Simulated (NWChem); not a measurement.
Molecule: Si2H3Br, singlet; SMILES [SiH3][Si]Br

```xyz
6

Si     0.9707    -0.3882    -0.6254
Br    -0.1608     0.9770     0.7825
Si    -0.4094    -2.3128    -0.1179
H      0.0105    -3.5320    -0.8811
H     -1.8351    -2.0045    -0.4609
H     -0.3195    -2.6143     1.3471
```
Atoms are numbered in this order, from 1.

Level: PBE0/def2-SVP (NWChem), optimised geometry, unscaled harmonic frequencies. Low-valent species are run as closed-shell singlets; no triplet was tried in these runs. This build's default masses of Se (78.918 u) and Br (79.917 u) are each other's, which moves their modes by up to 0.6 %.

```json
[
 {"frequency (cm⁻¹)": "74", "IR intensity (km/mol)": "0.7"},
 {"frequency (cm⁻¹)": "117", "IR intensity (km/mol)": "1.3"},
 {"frequency (cm⁻¹)": "375", "IR intensity (km/mol)": "25.6"},
 {"frequency (cm⁻¹)": "388", "IR intensity (km/mol)": "26.0"},
 {"frequency (cm⁻¹)": "405", "IR intensity (km/mol)": "61.4"},
 {"frequency (cm⁻¹)": "502", "IR intensity (km/mol)": "5.5"},
 {"frequency (cm⁻¹)": "841", "IR intensity (km/mol)": "215.4"},
 {"frequency (cm⁻¹)": "915", "IR intensity (km/mol)": "50.4"},
 {"frequency (cm⁻¹)": "932", "IR intensity (km/mol)": "28.9"},
 {"frequency (cm⁻¹)": "2200", "IR intensity (km/mol)": "55.3"},
 {"frequency (cm⁻¹)": "2216", "IR intensity (km/mol)": "73.5"},
 {"frequency (cm⁻¹)": "2217", "IR intensity (km/mol)": "100.0"}
]
```

| Property | Value |
|---|---|
| zero-point energy | 16.0 kcal/mol |
| thermal correction to the enthalpy at 298.15 K (with zero-point energy) | 20.1 kcal/mol |
| heat capacity Cv | 17.1 cal/(mol K) |
| entropy at 298.15 K and 1 atm (symmetry number 1) | 79.0 cal/(mol K) |
| dipole moment | 0.77 D |

Rigid rotor and harmonic oscillator; modes under 100 cm⁻¹ make the entropy uncertain.
